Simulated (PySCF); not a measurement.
# Correlation energy of S⁻ (sulfur, charge -1)

[Ne] 3s2 3p5, 2P determinant. Calculation: PySCF 2.14, in x2c-TZVPPall with one added diffuse shell each of s, p, d type (6s6p4d1f, 51 functions); the spin-free X2C one-electron Hamiltonian (Gaussian nucleus). Frozen: [Ne]; 7 electrons correlated.

```json
{"level": "CCSD", "correlation energy (mhartree)": "-174.87"}
{"level": "(T)", "correlation energy (mhartree)": "-7.59"}
{"level": "CCSD(T)", "correlation energy (mhartree)": "-182.46"}
```

Diagnostics: T1 = 0.011, D1 = 0.0270, largest double amplitude 0.037.

Question: Is a single reference adequate?

Answer: Yes: T1 lies below 0.03 and no double amplitude reaches 0.07.
